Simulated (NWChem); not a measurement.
Species: C2H4F2OSi; SMILES FC1(F)OC[SiH2]1

```xyz
10

F      0.1967    -1.4446    -1.0756
C      0.0246    -0.6539     0.0000
F      0.1967    -1.4446     1.0756
O     -1.2474    -0.1189     0.0000
C     -1.0569     1.3116     0.0000
Si     0.8392     1.1007     0.0000
H     -1.5141     1.7618    -0.8954
H     -1.5141     1.7618     0.8954
H      1.5786     1.4998    -1.2297
H      1.5786     1.4998     1.2297
```
Atoms are numbered in this order, from 1.

All runs: NWChem. Pople sets run with spherical d functions. Coordinates come from a PBE0/def2-SVP optimisation. Atomic charges in e: unrestrained fits to the electrostatic potential beside Mulliken populations; buried atoms are poorly determined by the fit.

For level Hartree-Fock/6-31G*:

```yaml
Mulliken F1: -0.43
Mulliken C2: 0.93
Mulliken F3: -0.43
Mulliken O4: -0.66
Mulliken C5: -0.27
```

Q: Estimate the same quantities for level B3LYP/def2-SVP.

A: 
* **Mulliken F1**: -0.19
* **Mulliken C2**: 0.30
* **Mulliken F3**: -0.19
* **Mulliken O4**: -0.33
* **Mulliken C5**: 0.02
